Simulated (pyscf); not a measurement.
`[NH2][NH][GeH]`, singlet

Gas-phase minimum from PySCF at ωB97X-D3(BJ)/def2-SVP, one conformer. Other isomers of H₂N–NH–GeH: [singlet] were not searched in full and may lie lower. 

```
N
H 1 1.0179
N 1 1.4154 2 109.99
H 3 1.0193 1 108.35 2 -132.60
H 3 1.0207 4 106.00 1 116.59
Ge 1 1.8128 2 118.67 3 -177.18
H 6 1.5990 1 92.25 2 178.10
```

Properties at ωB97X-D3(BJ)/def2-SVP:

```
Item                                                                                                                                                                                                   Value
---------------------------------------------------------------------------------------------------------------------  -------------------------------------------------------------------------------------
Harmonic wavenumbers, unscaled                                                                                         38, 318, 385, 637, 692, 830, 963, 1218, 1317, 1427, 1670, 1924, 3521, 3597, 3603 cm⁻¹
Zero-point energy                                                                                                                                                                              31.7 kcal/mol
Rotational symmetry number                                                                                                                                                                                 1
Entropy of this conformer at 298 K and 1 atm, rigid rotor and harmonic oscillator, modes under 100 cm⁻¹ raised to 100                                                                        295.4 J/(mol K)
Dipole moment                                                                                                                                                                                         0.78 D
```

Single-point totals, which compare only within one level (frozen core for MP2 and CC):

```csv
level,total energy (hartree)
ωB97X-D3(BJ)/def2-TZVP,-2188.89469
PBE/def2-TZVP,-2188.46525
r²SCAN/def2-TZVP,-2188.83393
B3LYP-D3(BJ)/def2-TZVP,-2188.96907
PBE0-D3(BJ)/def2-TZVP,-2188.52136
M06-2X/def2-TZVP,-2188.86011
ωB97M-D3(BJ)/def2-TZVP,-2188.95964
HF/def2-TZVPP,-2186.58411
MP2/def2-TZVPP,-2187.25045
CCSD/def2-TZVPP,-2187.26879
CCSD(T)/def2-TZVPP,-2187.29704
```

The lowest mode is so soft that the shape along it may change with the basis. Soft torsions are taken as harmonic, which can shift the entropy by several J/(mol K). The CCSD(T) − MP2 part came from Ansatz, without density fitting, on the same reference. The frozen core leaves the outer d or s,p core shells of the metals and heavy elements correlated in the MP2 and CC values, and def2-TZVPP describes them poorly, so these totals are far from the basis limit. Elements up to Kr have no core potential and no relativistic terms here.
